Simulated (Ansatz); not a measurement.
One change: `[NH2][Zr]([F])([Cl])[Cl]` becomes `[NH2][Hf]([F])([Cl])[Cl]`.

Ansatz, PBE0-D4/def2-TZVP geometries, multiplicity 1. Each molecule was computed in one conformer, which needn't be the lowest.

Elements past krypton have def2 core potentials.

```
                                                                                  property  `[NH2][Zr]([F])([Cl])[Cl]`
                                                   HOMO–LUMO gap (ωB97M-V/def2-TZVPP) / eV                       11.00
                                                         LUMO energy (PBE/def2-TZVPP) / eV                       -2.66
                                          size of the dipole moment (B3LYP/def2-TZVPP) / D                        2.87
                                                      HOMO–LUMO gap (PBE0/def2-TZVPP) / eV                        6.55
ideal-gas entropy at 298 K and 1 bar (rigid rotor, harmonic PBE0-D4/def2-TZVP) / J/(mol·K)                         386
                                        size of the dipole moment (ωB97M-V/def2-TZVPP) / D                        2.86
```

(1) What does the change do to each property? (Best estimate.)

Answers

(1) Computed: 
| property | `[NH2][Hf]([F])([Cl])[Cl]` | shift |
| --- | --- | --- |
| HOMO–LUMO gap (ωB97M-V/def2-TZVPP) / eV | 11.36 | 0.36 |
| LUMO energy (PBE/def2-TZVPP) / eV | -2.12 | 0.54 |
| size of the dipole moment (B3LYP/def2-TZVPP) / D | 2.71 | -0.16 |
| HOMO–LUMO gap (PBE0/def2-TZVPP) / eV | 7.05 | 0.50 |
| ideal-gas entropy at 298 K and 1 bar (rigid rotor, harmonic PBE0-D4/def2-TZVP) / J/(mol·K) | 393 | 7 |
| size of the dipole moment (ωB97M-V/def2-TZVPP) / D | 2.68 | -0.18 |

With PBE0 the HOMO rises by 0.07 eV and the LUMO rises by 0.56 eV, so the gap widens by about 0.49 eV. PBE moves the HOMO by 0.08 eV and ωB97M-V by 0.05 eV. Dipoles are sizes alone; their direction can turn.

B3LYP here is the variant with VWN-RPA as its local correlation; programs differ in this.
